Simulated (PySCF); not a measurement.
HOMO–LUMO gap of the Kohn–Sham levels of molecules with a metal or metalloid centre, at PBE and at CAM-B3LYP.

Values in eV, from PySCF. Where two bases are given, the first is that of PBE. CAM-B3LYP is a level with its own limits.

| system | basis | PBE | CAM-B3LYP | PBE − CAM-B3LYP |
|---|---|---|---|---|
| Mg(I)(SiMe3) singlet | def2-TZVP | 4.08 | 7.71 | -3.63 |
| C[SiH2]S[Si](C)(C)O singlet | def2-SVP | 5.86 | 10.24 | -4.38 |
| Si(F)(H)(I)2 singlet | def2-TZVP | 4.47 | 8.61 | -4.14 |
| Be(Cl)(tBu) singlet | def2-TZVP | 5.43 | 9.37 | -3.94 |
| [SiH3]/C=C/[SiH2]Cl singlet | def2-TZVP | 4.82 | 9.42 | -4.60 |
| Si(F)2(Cl)(Br) singlet | def2-TZVP | 6.49 | 11.27 | -4.78 |
| Se(OMe)(SiH3) singlet | def2-TZVP | 3.18 | 7.80 | -4.63 |
| Ge(F)2 singlet | def2-TZVP | 4.30 | 8.81 | -4.51 |
| Li(OH) singlet | def2-TZVP | 3.35 | 7.38 | -4.03 |
| Pb(I)2 singlet | def2-TZVP | 2.31 | 5.88 | -3.56 |
| Sn(OMe)3(NH2) singlet | def2-SVP | 3.68 | 8.77 | -5.09 |
| Sn(H)3(OSiH3) singlet | def2-TZVP | 5.13 | 9.69 | -4.56 |
| Te(H)(I) singlet | def2-TZVP | 1.72 | 5.71 | -3.99 |
| Si(Me)(OH)2(SH) singlet | def2-TZVP | 5.51 | 9.88 | -4.37 |
| Al(OH)(OMe)(OtBu) singlet | def2-SVP | 5.41 | 10.13 | -4.73 |
| F[SiH2][Si](F)(F)F singlet | def2-TZVP | 5.81 | 10.54 | -4.72 |
| Ga(H)(OH)2(HOMe) singlet | def2-TZVP | 6.05 | 10.87 | -4.82 |
| Ge(Vi)4 singlet | def2-SVP | 5.10 | 9.76 | -4.66 |
| Si(F)(Br)(OH)2 singlet | def2-TZVP | 6.53 | 11.06 | -4.53 |
| ammonia borane singlet | def2-TZVP | 5.51 | 9.95 | -4.44 |
| Al2(mu-H)2(Cl)4 singlet | def2-TZVP | 5.54 | 10.18 | -4.64 |
| Re(F)7 singlet | def2-TZVP | 2.18 | 7.33 | -5.15 |
| Si(Me)2(SiH3)2 singlet | def2-SVP | 5.72 | 9.96 | -4.24 |
| Ge(H)2(Cl)(Me) singlet | def2-TZVP | 6.30 | 10.97 | -4.67 |

What do these rows say about the size and sign of the difference from CAM-B3LYP?

The mean difference from CAM-B3LYP is -4.45 eV (median -4.54) and the mean absolute one 4.45 eV (median 4.54); PBE lies above in 0 and below in 24 of 24 cases. It is closest for Pb(I)2 singlet (-3.56), Mg(I)(SiMe3) singlet (-3.63), Be(Cl)(tBu) singlet (-3.94) and furthest off for Re(F)7 singlet (-5.15), Sn(OMe)3(NH2) singlet (-5.09), Ga(H)(OH)2(HOMe) singlet (-4.82).
